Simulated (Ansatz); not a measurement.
```xyz
10

C     0.9427   -0.1111    1.3072
S    -0.3569    0.9563    0.6460
B    -0.7557    0.1632   -0.9555
O    -1.7166    0.7089   -1.7474
O    -0.1483   -0.9584   -1.4237
H     1.8207   -0.1154    0.6596
H     1.2349    0.3010    2.2721
H     0.5787   -1.1269    1.4678
H    -2.1226    1.4978   -1.3849
H     0.5230   -1.3155   -0.8413
```

The species carries charge 0 and has multiplicity 1.

Question: List the PBE/def2-TZVPP orbital energies in eV (the Gaussian-basis code of Ansatz). (An estimate is asked.)

Answer: Computed: Occupied: -2395.61, -510.66, -510.57, -270.01, -208.57, -178.34, -154.74, -154.60, -154.50, -26.02, -25.34, -19.57, -16.11, -14.72, -12.35, -11.50, -10.92, -10.43, -9.48, -9.47, -8.61, -7.69, -7.27, -5.92. Lowest empty: -0.60, -0.21, 0.23, 1.34, 1.64, 1.74, 1.90, 2.07.
